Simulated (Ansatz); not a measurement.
`[CH3][Al-]([SH2+])([Cl])[Cl]`, relaxed with RKS PBE0-D4/def2-TZVP in Ansatz from a PBE-D4/def2-SVP geometry. The force threshold is 0.005 eV/Å; the program also tests the step.

Charge 0, multiplicity 1.

Start:

```xyz
10

C     0.178   -0.264    1.426
Al    0.284   -0.861   -0.431
S    -0.496    1.182   -1.755
Cl    2.205   -0.996   -1.365
Cl   -1.226   -2.174   -1.191
H     0.851    0.595    1.628
H    -0.854    0.021    1.720
H     0.491   -1.086    2.103
H     0.206    2.139   -1.078
H    -1.639    1.444   -1.056
```

```csv
step,energy (eV),largest force (eV/Å),largest move (Å)
1,-43586.4276,0.657,0.000
2,-43586.4578,0.304,0.048
3,-43586.4625,0.055,0.035
4,-43586.4633,0.027,0.015
5,-43586.4633,0.004,0.003
```

End:

```xyz
10

C     0.176   -0.266    1.424
Al    0.273   -0.828   -0.432
S    -0.495    1.170   -1.750
Cl    2.181   -0.974   -1.348
Cl   -1.218   -2.143   -1.175
H     0.835    0.583    1.628
H    -0.841    0.007    1.717
H     0.492   -1.082    2.080
H     0.212    2.108   -1.094
H    -1.616    1.424   -1.051
```

Run time 13 s (4 threads of an Intel Xeon 6975P-C on a shared host); peak host memory 0.71 GiB.
